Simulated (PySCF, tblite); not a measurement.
Problem. What does the GFN2-xTB structure of `CCc1cccc([O-])c1` look like in three dimensions? (Charge -1.)

Solution. 
```
atom  x, y, z in Å
C1     2.4523   -0.2308    0.2414
C2     1.6209    0.3333   -0.9119
C3     0.1433    0.1663   -0.6413
C4    -0.4935   -1.0162   -1.0131
C5    -1.8439   -1.1681   -0.7252
C6    -2.5537   -0.1848   -0.0836
C7    -1.9503    1.0466    0.3284
O8    -2.5860    1.9573    0.9255
C9    -0.5598    1.1565    0.0042
H10    3.5220   -0.1170    0.0542
H11    2.2329   -1.2883    0.3776
H12    2.2022    0.2869    1.1650
H13    1.8952   -0.1864   -1.8366
H14    1.8614    1.3933   -1.0380
H15    0.0565   -1.8009   -1.5228
H16   -2.3451   -2.0900   -1.0176
H17   -3.6090   -0.3258    0.1278
H18   -0.0544    2.0745    0.2896
```

Any rigid rotation of these coordinates is as good. Atoms count from 1 in this order. C4 (aromatic CH carbon) is planar (angles 120.7°, 120.5° and 118.8°, sum 360.0°, 0.00 Å off the plane of its three neighbours). The 6-membered ring C3–C4–C5–C6–C7–C9 has internal angles of 114.2° to 123.2° (sum 720°, against 720° for a flat polygon); it is planar, 0.00 Å rms from its mean plane, widest ring torsion 0°. The 8 C–C bonds span 1.372 Å (C5–C6, aromatic) to 1.530 Å (C1–C2, drawn single), a spread of 0.158 Å. C5 (aromatic CH carbon) is planar (angles 121.4°, 119.6° and 119.0°, sum 360.0°, 0.00 Å off the plane of its three neighbours).

Bonds between heavy atoms (Å): C1–C2 1.530, C2–C3 1.511, C3–C4 1.394, C4–C5 1.389, C5–C6 1.372, C6–C7 1.432, C7–O8 1.261, C7–C9 1.432, C3–C9 1.375.

The geometry is computed with GFN2-xTB (gas phase).

Point group: C1 (no symmetry element, even within 0.4 Å). Its GFN2-xTB frequencies are all real (lowest 37 cm⁻¹). Torsions: C1–C2–C3–C4 -87°.

One conformer stands for the species.
